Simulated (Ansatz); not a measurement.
[NbO2F2]- (NbO₂F₂⁻) was relaxed with PBE-D4 (def2-SVPD) in Ansatz in these states: charge -1 singlet, neutral doublet. The geometries follow in no particular order.

In the def2 sets Nb takes a core potential; there is no spin–orbit coupling.

A:

```xyz
5

Nb   -0.005    0.002    0.040
O    -1.236   -0.836    0.987
O     0.977    0.962    1.149
F    -0.860    1.174   -1.281
F     1.124   -1.303   -0.894
```

B:

Cartesian coordinates in Å:
```
Nb 0.0063 -0.0215 0.0540
O -0.9028 1.3971 -0.5594
O 0.6582 -0.5670 -1.5248
F -1.1548 -1.3125 0.8029
F 1.3931 0.5039 1.2273
```

Q: Judge from the bond lengths which geometry belongs to which state (an estimate).

A: A is the charge -1 singlet (Nb1–F5 1.962 Å, Nb1–F4 1.962 Å, Nb1–O2 1.765 Å); B is the neutral doublet (Nb1–F5 1.891 Å, Nb1–F4 1.891 Å, Nb1–O2 1.793 Å).
